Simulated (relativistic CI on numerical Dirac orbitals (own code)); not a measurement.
# Ni+ in a cubic cluster: 2p photoemission with charge transfer

Computed with a charge-transfer multiplet model of a cubic metal-ligand cluster with up to one ligand hole, Slater and spin-orbit integrals from Dirac-Coulomb-Breit ions, Slater integrals scaled by 0.8. The ground state mixes d9 with configurations of k ligand holes L, whose averages lie at kΔ + k(k − 1)U_dd/2; a core hole lowers each added d electron by U_cd. 20 K, Lorentzian 0.6 eV and Gaussian 0.8 eV FWHM.

Atomic integrals in eV (Slater integrals scaled, ζ unscaled), ground: F2dd 9.736, F4dd 6.042, zeta_d 0.072; with the core hole: F2dd 9.736, F4dd 6.042, zeta_d 0.103, zeta_core 11.413, F2cd 6.198, G1cd 4.674, G3cd 2.657.

Cluster parameters (eV): U_dd = 7.4, U_cd = 9.1, 10Dq = 1.1, 10Dq(ligand) = 0.8, V(eg) = 2.45, V(t2g) = -1.14, final-state hopping factor = 0.9.

Weights, n_d and S are thermal averages at 20 K. Binding energies count from the first peak over 30 % of the highest in each spectrum, which can be another peak from case to case. The parameters are a model scan and need not match a compound or its usual spin state. Peaks in eV (height, largest 100): 0.0 (100), 4.7 (40), 6.5 (33), 17.2 (49), 22.8 (32).

Problem. Which parameters give this spectrum?
A. Δ = 5 eV
B. Δ = 9 eV
C. Δ = 7 eV
D. Δ = 3 eV
E. Δ = 6 eV

Solution. E. Δ = 6 eV; the ground state then has 9.11 d electrons and S = 0.50. The choice follows from running the model for each set and comparing peak positions and heights.
